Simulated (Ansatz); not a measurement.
This singlet lies 2.50 eV below the relaxed triplet at the level frozen-core CCSD(T)/cc-pVTZ // PBE0-D3(BJ)/def2-TZVP (Ansatz, an electronic-structure program).

Species: H₄N₂Si, SMILES `N[Si]N` (lower singlet) (charge 0, multiplicity 1).

Question: Give a relaxed geometry from PBE0-D3(BJ)/def2-TZVP (Ansatz).

Answer: Several could match; the one computed here: the end point of this relaxation, one of several conformers (outside a Z-matrix the atoms follow the SMILES, hydrogens last).
Cartesian coordinates (Å) in one orientation:
```xyz
7

N     -1.306    -0.156     0.040
Si     0.089    -0.781     0.819
N      1.312     0.110     0.008
H     -1.348     0.542    -0.688
H     -2.222    -0.486     0.297
H      2.281    -0.029     0.243
H      1.194     0.800    -0.719
```
